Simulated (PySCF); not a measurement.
Stepwise substitution at one centre (In OH-SH). All species are isolated molecules in the gas phase. One relaxed conformer stands for each flexible species; it need not be the lowest. Strings in code marks are SMILES.

The HOMO–LUMO gap from two functionals at the same geometries (CAM-B3LYP-D3(BJ)/def2-TZVP), both in PySCF: PBE-D3(BJ)/def2-TZVP and TPSSh-D3(BJ)/def2-TZVP. 

```json
[
 {"species": "1 of 3 OH replaced by SH", "PBE-D3(BJ)/def2-TZVP (eV)": "3.87"},
 {"species": "2 of 3 OH replaced by SH (`[OH][In]([SH])[SH]`)", "PBE-D3(BJ)/def2-TZVP (eV)": "3.83"},
 {"species": "3 of 3 OH replaced by SH (`[SH][In]([SH])[SH]`)", "PBE-D3(BJ)/def2-TZVP (eV)": "3.82"}
]
```

Q: What does TPSSh-D3(BJ)/def2-TZVP give for each?

A: 
- 1 of 3 OH replaced by SH: 4.98
- 2 of 3 OH replaced by SH (`[OH][In]([SH])[SH]`): 4.89
- 3 of 3 OH replaced by SH (`[SH][In]([SH])[SH]`): 4.86
Over these rows, drawn at random from the members with no instability flagged (it was tested for open shells, ions and some series alone), PBE minus TPSSh-D3(BJ): mean -1.07 eV, from -1.12 eV to -1.04 eV.
